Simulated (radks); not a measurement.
Exchange energies: the exact (Fock) value of the Kohn-Sham orbitals and density-functional approximations, in hartree. Species: Be3+ 1s1; Se4+ [Ar] 3d10 4s2; Lu3+ [Xe] 4f14; Zn2+ [Ar] 3d10; Be2+ [He]. Calculated with a radial shooting solver on a logarithmic mesh with Libxc functionals: non-relativistic Kohn-Sham, LDA (Slater exchange, Perdew-Wang correlation), spin-polarised, spherical densities, point nucleus. Every spin shell is full or empty, so the densities are truly spherical. Functionals are evaluated on that one density, not self-consistently.

| functional | Be3+ | Se4+ | Lu3+ | Zn2+ | Be2+ |
|---|---|---|---|---|---|
| exact | -1.23360 | -84.0133 | -281.893 | -69.0900 | -2.24605 |
| LDA | -1.0586 | -79.305 | -271.13 | -65.121 | -1.9314 |
| B88 | -1.2238 | -84.170 | -282.72 | -69.317 | -2.2367 |
| revPBE | -1.2269 | -83.937 | -281.80 | -69.133 | -2.2430 |
| RPBE | -1.2296 | -84.001 | -281.90 | -69.190 | -2.2483 |
| AM05 | -1.0982 | -79.720 | -271.77 | -65.500 | -2.0038 |
| B86b | -1.2205 | -84.175 | -282.54 | -69.325 | -2.2317 |
| G96 | -1.2293 | -84.381 | -283.81 | -69.480 | -2.2454 |
| EV93 | -1.2805 | -84.198 | -281.18 | -69.413 | -2.3432 |
| APBE | -1.2278 | -84.489 | -283.28 | -69.595 | -2.2455 |
| TPSS | -1.2341 | -84.036 | -281.37 | -69.255 | -2.2512 |
| SCAN | -1.2341 | -84.269 | -282.58 | -69.371 | -2.2517 |
| MS2 | -1.2343 | -83.739 | -280.60 | -68.985 | -2.2536 |
| TASK | -1.2341 | -81.966 | -276.89 | -67.400 | -2.2517 |
